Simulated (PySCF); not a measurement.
SnCl3, SMILES [Cl][Sn]([Cl])[Cl], multiplicity 2. Atoms are numbered in the order given.

```xyz
4

Sn     0.0000     0.0000     0.4317
Cl     1.9060     1.1005    -0.4232
Cl     0.0000    -2.2009    -0.4232
Cl    -1.9060     1.1005    -0.4232
```
Charge 0, spin multiplicity 2.

The structure is a stationary point at PBE0-D3(BJ)/def2-SVP. The spin state was assumed, not searched. The isomer is the one that the SMILES or the coordinates give; other isomers of the formula were not compared. The def2 effective core potentials stand for the cores of Sn; spin–orbit coupling is left out.

Calculation: PBE0-D3(BJ)/def2-SVP (PySCF).

Frequencies are harmonic and unscaled.

Modes within 1.5 cm⁻¹ of each other (mostly degenerate sets) share a row, with their intensities summed.

Question: Estimate the vibrational spectrum. (Estimate from the structure and the level; the computed values follow.)

Answer: 
| mode | ν (cm⁻¹) | IR (km/mol) | moving atoms (share of kinetic energy) |
|---|---|---|---|
| 1–2 | 97 | 5.5 | Cl 88 %, Sn 12 % |
| 3 | 115 | 6.9 | Cl 65 %, Sn 35 % |
| 4 | 341 | 10.2 | Cl 88 %, Sn 12 % |
| 5–6 | 371 | 121.0 | Cl 71 %, Sn 29 % |
